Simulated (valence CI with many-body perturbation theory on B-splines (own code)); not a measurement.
E1 transitions of Sb44+

Calculated by valence CI with perturbative core correlation (CI+MBPT): five valence electrons over a frozen Dirac-Fock core [He], a basis of 9 s, 9 p, 8 d, 6 f, 3 g, 1 h functions for each j, with the one-electron correlation potential Σ1, the two-electron term Σ2, the three-electron term Σ3, Breit, model QED; selected CI, second order for the rest (own B-spline code, finite nucleus).

No measured spectrum was set against this ion. As an estimate, large intervals hold to a few tenths of a per cent, small ones and those within an open d or f shell to about a per cent. Among the levels kept, up to 1400 cm⁻¹ of a level comes from second order outside the variational space, and about a tenth of that is noise between levels of different J, which matters for small intervals.

Lines 201 to 243 of 243 in falling wavelength, among levels below 4720.2 eV, chosen from the strongest by gf and those to the six lowest levels. Wavelengths and rates use the calculated energies. Electric multipoles are in the length gauge, E1 and E2 with the static RPA response of the core. Weak lines are less certain than strong ones. Lines between different terms over intervals too small for the method are left out, as are lines whose strength nearly cancels. The highest levels of a list are the least certain.

Levels are named by their leading jj configuration (3d3/2^4 stands for four electrons in 3d with j = 3/2), which in mixed levels can hold well under half, so a name can repeat and another be missing. Letters in brackets count levels of one name in rising energy.

```tsv
λ vac (Å)	Upper	Lower	A (s⁻¹)	S (a.u.)
2.870	(2s^2 2p1/2 2p3/2 3s) J=3/2 [b]	(2s^2 2p1/2^2 2p3/2) J=3/2	5.96e+12	2.78e-04
2.869	(2s^2 2p3/2^2 3s) J=3/2	(2s^2 2p1/2 2p3/2^2) J=5/2	6.33e+12	2.95e-04
2.866	(2s 2p1/2^2 2p3/2 3p3/2) J=3/2 [a]	(2s^2 2p1/2 2p3/2^2) J=1/2	4.26e+11	1.98e-05
2.865	(2s^2 2p3/2^2 3s) J=1/2	(2s^2 2p1/2 2p3/2^2) J=1/2	4.85e+12	1.12e-04
2.861	(2s 2p1/2^2 2p3/2 3p1/2) J=3/2	(2s^2 2p1/2 2p3/2^2) J=5/2	1.26e+12	5.84e-05
2.860	(2s^2 2p3/2^2 3s) J=5/2	(2s^2 2p1/2 2p3/2^2) J=3/2	1.43e+12	9.94e-05
2.856	(2s^2 2p3/2^2 3s) J=3/2	(2s^2 2p1/2 2p3/2^2) J=3/2	2.03e+11	9.32e-06
2.851	(2s 2p1/2^2 2p3/2 3p3/2) J=7/2	(2s^2 2p1/2 2p3/2^2) J=5/2	1.19e+12	1.09e-04
2.850	(2s 2p1/2^2 2p3/2 3p1/2) J=1/2	(2s^2 2p1/2 2p3/2^2) J=3/2	4.50e+12	1.03e-04
2.849	(2s 2p1/2^2 2p3/2 3p1/2) J=3/2	(2s^2 2p1/2 2p3/2^2) J=3/2	3.33e+12	1.52e-04
2.840	(2s 2p1/2^2 2p3/2 3p3/2) J=5/2 [a]	(2s^2 2p1/2 2p3/2^2) J=5/2	4.41e+11	2.99e-05
2.835	(2s 2p1/2^2 2p3/2 3p3/2) J=3/2 [a]	(2s^2 2p1/2 2p3/2^2) J=3/2	2.31e+12	1.04e-04
2.834	(2s^2 2p3/2^2 3s) J=1/2	(2s^2 2p1/2 2p3/2^2) J=3/2	1.17e+12	2.64e-05
2.827	(2s 2p1/2^2 2p3/2 3p3/2) J=5/2 [a]	(2s^2 2p1/2 2p3/2^2) J=3/2	2.56e+12	1.72e-04
2.825	(2s 2p1/2^2 2p3/2 3p3/2) J=1/2 [a]	(2s^2 2p1/2 2p3/2^2) J=3/2	4.05e+11	9.01e-06
2.823	(2s 2p1/2^2 2p3/2 3p3/2) J=3/2 [b]	(2s^2 2p1/2 2p3/2^2) J=1/2	1.11e+12	4.92e-05
2.821	(2s 2p1/2^2 2p3/2 3p3/2) J=1/2 [b]	(2s^2 2p1/2 2p3/2^2) J=1/2	1.67e+12	3.70e-05
2.799	(2s 2p1/2^2 2p3/2 3p3/2) J=5/2 [b]	(2s^2 2p1/2 2p3/2^2) J=3/2	2.70e+12	1.75e-04
2.793	(2s 2p1/2^2 2p3/2 3p3/2) J=3/2 [b]	(2s^2 2p1/2 2p3/2^2) J=3/2	9.66e+11	4.16e-05
2.791	(2s 2p1/2^2 2p3/2 3p3/2) J=1/2 [b]	(2s^2 2p1/2 2p3/2^2) J=3/2	1.29e+12	2.77e-05
2.751	(2s^2 2p1/2 2p3/2 3d3/2) J=3/2 [a]	(2s^2 2p1/2^2 2p3/2) J=3/2	6.47e+13	2.66e-03
2.750	(2s^2 2p1/2 2p3/2 3d3/2) J=5/2 [a]	(2s^2 2p1/2^2 2p3/2) J=3/2	3.57e+13	2.20e-03
2.749	(2s^2 2p1/2 2p3/2 3d3/2) J=1/2 [a]	(2s^2 2p1/2^2 2p3/2) J=3/2	8.52e+12	1.75e-04
2.739	(2s^2 2p1/2 2p3/2 3d3/2) J=5/2 [b]	(2s^2 2p1/2^2 2p3/2) J=3/2	3.50e+14	2.13e-02
2.736	(2s^2 2p1/2 2p3/2 3d3/2) J=3/2 [b]	(2s^2 2p1/2^2 2p3/2) J=3/2	2.46e+14	9.95e-03
2.732	(2s^2 2p1/2 2p3/2 3d5/2) J=3/2 [a]	(2s^2 2p1/2^2 2p3/2) J=3/2	2.75e+13	1.11e-03
2.731	(2s^2 2p1/2 2p3/2 3d5/2) J=5/2 [a]	(2s^2 2p1/2^2 2p3/2) J=3/2	3.23e+13	1.95e-03
2.730	(2s^2 2p1/2 2p3/2 3d3/2) J=1/2 [b]	(2s^2 2p1/2^2 2p3/2) J=3/2	4.03e+14	8.10e-03
2.729	(2s^2 2p1/2 2p3/2 3d3/2) J=3/2 [c]	(2s^2 2p1/2^2 2p3/2) J=3/2	8.43e+13	3.38e-03
2.727	(2s 2p1/2^2 2p3/2 3p1/2) J=5/2	(2s^2 2p1/2^2 2p3/2) J=3/2	1.49e+13	8.97e-04
2.723	(2s^2 2p1/2 2p3/2 3d5/2) J=5/2 [b]	(2s^2 2p1/2^2 2p3/2) J=3/2	1.95e+13	1.16e-03
2.718	(2s^2 2p1/2 2p3/2 3d5/2) J=3/2 [b]	(2s^2 2p1/2^2 2p3/2) J=3/2	5.10e+11	2.02e-05
2.716	(2s^2 2p1/2 2p3/2 3d5/2) J=1/2	(2s^2 2p1/2^2 2p3/2) J=3/2	2.90e+12	5.74e-05
2.705	(2s^2 2p3/2^2 3s) J=5/2	(2s^2 2p1/2^2 2p3/2) J=3/2	3.24e+11	1.90e-05
2.703	(2s^2 2p3/2^2 3s) J=3/2	(2s^2 2p1/2^2 2p3/2) J=3/2	1.11e+12	4.32e-05
2.697	(2s 2p1/2^2 2p3/2 3p1/2) J=1/2	(2s^2 2p1/2^2 2p3/2) J=3/2	1.84e+13	3.56e-04
2.696	(2s 2p1/2^2 2p3/2 3p1/2) J=3/2	(2s^2 2p1/2^2 2p3/2) J=3/2	2.07e+13	8.00e-04
2.683	(2s 2p1/2^2 2p3/2 3p3/2) J=3/2 [a]	(2s^2 2p1/2^2 2p3/2) J=3/2	7.07e+13	2.70e-03
2.683	(2s^2 2p3/2^2 3s) J=1/2	(2s^2 2p1/2^2 2p3/2) J=3/2	4.91e+11	9.36e-06
2.677	(2s 2p1/2^2 2p3/2 3p3/2) J=5/2 [a]	(2s^2 2p1/2^2 2p3/2) J=3/2	6.56e+13	3.72e-03
2.674	(2s 2p1/2^2 2p3/2 3p3/2) J=1/2 [a]	(2s^2 2p1/2^2 2p3/2) J=3/2	1.28e+14	2.42e-03
2.651	(2s 2p1/2^2 2p3/2 3p3/2) J=5/2 [b]	(2s^2 2p1/2^2 2p3/2) J=3/2	4.66e+13	2.57e-03
2.646	(2s 2p1/2^2 2p3/2 3p3/2) J=3/2 [b]	(2s^2 2p1/2^2 2p3/2) J=3/2	4.28e+13	1.57e-03
```
